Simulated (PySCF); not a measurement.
**Working out the ionisation energy of Br**

Br [Ar] 3d10 4s2 4p5 (2P) → Br⁺ [Ar] 3d10 4s2 4p4 (3P). Computed with PySCF 2.14 in aug-cc-pVDZ-PP with ECP10MDF (5s4p3d, 32 functions), with a scalar-relativistic core potential. Frozen: 3s2 3p6 3d10. Energies in hartree (1 hartree = 27.21139 eV):

```
            part   Br (lower)  Br⁺ (upper)
             UHF  -415.474798  -415.079751
CCSD correlation    -0.113827    -0.090516
             (T)    -0.001795    -0.001125
```

Question: What does Hartree-Fock give?

Answer: (-415.079751) − (-415.474798) = 0.395047 hartree = 10.750 eV.

Question: What do CCSD and CCSD(T) give?

Answer: The CCSD correlation energies differ by 0.023311 hartree = 0.634 eV and the triples by 0.000670 hartree = 0.018 eV, so CCSD gives 11.384 eV and CCSD(T) 11.402 eV.

Measured between the centres of the two terms (NIST): 11.844 eV, so CCSD(T) (valence) is off by -0.442 eV.

A double-zeta basis recovers only part of the correlation energy.

What remains against the reference includes basis incompleteness, the frozen core and higher excitations.
